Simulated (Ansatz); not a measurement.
Geometry optimisation, RKS PBE/def2-SVP in Ansatz.

The input (input.yaml):

```yaml
crystal:
  periodic: [false, false, false]
  atoms:
    - { symbol: Ti, position_ang: [0.0, 0.0, 0.0] }
    - { symbol: "N", position_ang: [0.0, 0.0, 2.06] }
    - { symbol: H, position_ang: [-0.877, -0.2713, 2.59] }
    - { symbol: H, position_ang: [0.877, 0.2713, 2.59] }
    - { symbol: "N", position_ang: [1.9426, 0.0, -0.686] }
    - { symbol: H, position_ang: [2.4408, -0.918, -0.8667] }
    - { symbol: H, position_ang: [2.4438, 0.918, -0.8582] }
    - { symbol: Cl, position_ang: [-1.1163, 1.9339, -0.7892] }
    - { symbol: Cl, position_ang: [-1.1163, -1.9339, -0.7892] }
basis:
  gaussian: { orbitals: def2-SVP }
hamiltonian:
  xc: pbe
relax:
  f_tol: 0.02
  max_steps: 40
output:
  orbitals: {}
```

Run as:

```bash
$ ansatz run input.yaml --threads 4 --pin off --max-ram 5120MiB --backend cpu --events-out ev --progress --plain --runs-dir out
```

Problem. Where does it end, and by what steps?

Solution. The forces met the threshold. After 7 steps the energy has fallen by 1.215 eV; H3 moved furthest, 0.31 Å.

```
step  energy less start (eV)  largest force component (eV/Å)  accepted
   0                  0.0000                           2.404       yes
   1                 -1.1411                           0.768       yes
   2                 -1.1915                           0.740       yes
   3                 -1.2099                           0.299       yes
   4                 -1.2124                           0.115       yes
   5                 -1.2143                           0.038       yes
   6                 -1.2145                           0.020       yes
   7                 -1.2145                           0.008       yes
```

```xyz
9
Properties=species:S:1:pos:R:3
Ti 0.008 -0.011 -0.003
N 0.061 -0.003 1.861
H -0.795 -0.019 2.429
H 0.890 0.015 2.463
N 1.787 0.022 -0.535
H 2.333 -0.813 -0.779
H 2.298 0.876 -0.792
Cl -1.028 1.825 -0.706
Cl -0.959 -1.891 -0.689
```

Whether the end is a true minimum wasn't checked by a vibrational analysis.

The run took 8.1 s on 4 threads of Intel(R) Xeon(R) 6975P-C (Granite Rapids) (shared host), peak memory 0.19 GiB.
